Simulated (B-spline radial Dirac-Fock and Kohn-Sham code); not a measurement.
These are calculated numbers from a radial finite-basis atomic code; the model is multi-electron Dirac-Fock with separately optimised hole states, Breit and Lamb-shift corrections added in first order. Free neutral atoms.

Q: Order these X-ray lines by photon energy, lowest first.
A. Eu Mζ2
B. W Mα2
C. W Mβ
D. Ni Lβ3
E. Br Lη
F. Ge Lη

A: A (862.9 eV), D (944.3 eV), F (1064.2 eV), E (1337.3 eV), B (1775.8 eV), C (1838.2 eV).
